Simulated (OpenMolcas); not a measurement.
Exact exchange and the HOMO–LUMO gap of InHCl2 (InCl2H)

InHCl2: 4 atoms, total charge 0, spin state singlet. SMILES: `[H][In]([Cl])[Cl]`. Geometry: a GFN2-xTB relaxation, a rough one for these elements and not checked as a minimum.

The HOMO–LUMO gap y, in eV, basis def2-SVPD with a core potential; a is the functional's share of exact exchange. Programs: OpenMolcas 26.06.

| functional | program | a | y (eV) |
| --- | --- | --- | --- |
| TPSS | OpenMolcas | 0 | 5.24 |
| BLYP | OpenMolcas | 0 | 4.83 |
| B3LYP | OpenMolcas | 0.2 | 6.51 |
| PBE0 | OpenMolcas | 0.25 | ? |
| BHLYP | OpenMolcas | 0.5 | 8.90 |

Q: Fit y = c + s·a to the known rows and predict PBE0.

A: 
1. Means of the 4 rows: a = 0.1750, y = 6.370.
2. Σ(Δa)² = 0.1675, Σ(Δa·Δy) = 1.293, so the slope is 1.293/0.1675 = 7.7194.
3. Intercept: 6.370 − (7.7194) × 0.1750 = 5.019. The largest residual of the fit is 0.22.
4. PBE0: 5.019 + (7.7194) × 0.25 = 6.95 eV.

The run gave 7.05 eV, so the prediction is off by -0.10 eV, within the scatter of the fit. Exact exchange lowers occupied levels and raises empty ones. The rows mix families of semi-local functionals, which the line can't see.
